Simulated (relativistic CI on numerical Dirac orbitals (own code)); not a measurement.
**Hyperfine structure of Ru34+, mass number 99**

Calculated at this level of theory: Dirac-Coulomb-Breit CI, separate exchange-only KLI orbitals for each configuration, model QED (radiative potential, 1s self-energy scaled to tabulated hydrogen-like ionisation energies), unscaled Slater integrals (own radial code, finite nucleus).

Configuration list (outside the closed core 1s2): 2s2 2p6, 2s2 2p5 3s, 2s2 2p5 3p, 2s2 2p5 3d, 2s 2p6 3s, 2s 2p6 3p, 2s 2p6 3d, 2s2 2p5 4s, 2s2 2p5 4p, 2s2 2p5 4d, 2s2 2p5 4f, 2s 2p6 4s, 2s 2p6 4p, 2s 2p6 4d, 2s2 2p4 3s2, 2s 2p6 4f. Levels of other configurations are missing.

Nuclear spin I = 5/2, μ = -0.641 μN, Q = 0.079 b (tables of Stone and Pyykkö). The electronic factors are computed for point nuclear moments, without core polarisation or the Bohr-Weisskopf and QED corrections.

```csv
Level,E (eV),A (GHz),B (GHz)
2s2 2p5 3s 3P°_2,2646.84,-75.57,-22.1
2s2 2p5 3s 1P°_1,2651.12,-0.3841,-10.3
2s2 2p5 3p 3D_2,2718.62,-43.08,-21.9
2s2 2p5 3p 3D_3,2750.58,-23.88,-16.3
2s2 2p5 3p 1P_1,2750.73,-25.35,5.12
2s2 2p5 3p 3P_2,2756.91,-23.82,-0.212
2s2 2p5 3s 3P°_1,2783.32,-207.1,-0.753
2s2 2p5 3d 3P°_1,2836.96,-14.69,6.51
```

Levels with J = 0, under 50 % of one LS term, or S terms without an open s electron are left out. Small factors come from cancelling terms and can be off by tens of per cent or more.

At this charge energies of transitions that change n are usually good to better than 1 %, and those within a shell (Δn = 0) to a few per cent.

(1) Give the hyperfine levels of 2s2 2p5 3s 3P°_2 relative to its centre of gravity.

Answers

(1) With K = F(F + 1) − I(I + 1) − J(J + 1), E = AK/2 + B[¾K(K + 1) − I(I + 1)J(J + 1)]/[2I(2I − 1)J(2J − 1)]: F = 1/2: 513.5, F = 3/2: 410.1, F = 5/2: 232.2, F = 7/2: -28.4, F = 9/2: -383.3 GHz.

LS names give the leading component of a level, which can be under half, so a name can repeat, a term be missing and a line seem to break the LS rules.
